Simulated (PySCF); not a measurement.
FGe, charge +1, multiplicity 1. Atoms are numbered in the order given.

```xyz
2

F      0.0000     0.0000    -1.3090
Ge     0.0000     0.0000     0.3682
```
Charge +1, spin multiplicity 1.

Geometry optimised at PBE0-D3(BJ)/def2-TZVPD. The spin state was assumed, not searched.

The numbers are results of PBE0/pcSseg-2 (PySCF), not measurements.

GIAO shieldings, no solvent; atoms alike by connectivity are averaged. δ = σ(ref) − σ: ¹⁹F against CFCl3 (σ = 165.8 ppm); ⁷³Ge against GeH4 (σ = 1662.5 ppm), references at their B3LYP-D3(BJ)/def2-TZVP geometries, non-relativistic.

Computed chemical shifts:
| nucleus | atoms | count | δ (ppm) |
|---|---|---|---|
| ¹⁹F | F1 | 1 | 189.4 |
| ⁷³Ge | Ge2 | 1 | 7.0 |
